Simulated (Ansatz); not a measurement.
Reactions of CH4BFOS, SMILES `CSB(O)F`.

Gas-phase electronic energies from Ansatz, PBE0-D4/def2-TZVP geometries. CCSD(T)/CBS is the MP2 limit (def2-TZVPP, def2-QZVPP) plus CCSD(T) − MP2 in def2-TZVPP, frozen cores. This one scheme is used for every species. DFT in def2-TZVPP. Each species was taken in one conformer, which may not be the lowest.

| reaction | CCSD(T)/CBS(def2) (kcal/mol) |
| --- | --- |
| `CSB(O)F` + `CC1=CO1` → `OB(F)C1=CO1` + `CSC` | 10.6 |
| `CSB(O)F` + H₂ → `OBF` + CH₃SH | 9.5 |
| `CSB(O)F` + H–F → `OB(F)F` + CH₃SH | -17.5 |
| `CSB(O)F` + CH₄ → `CB(O)F` + CH₃SH | 13.4 |
| `CSB(O)F` + `O[SiH3]` → `OB(F)O[SiH3]` + CH₃SH | ? |

Fill in the missing values. (An estimate is asked.)

Ansatz gave: `CSB(O)F` + `O[SiH3]` → `OB(F)O[SiH3]` + CH₃SH: -16.0 kcal/mol.

Largest T1 diagnostic: 0.029, for `CC1=CO1`, so its coupled-cluster energy is less sure.
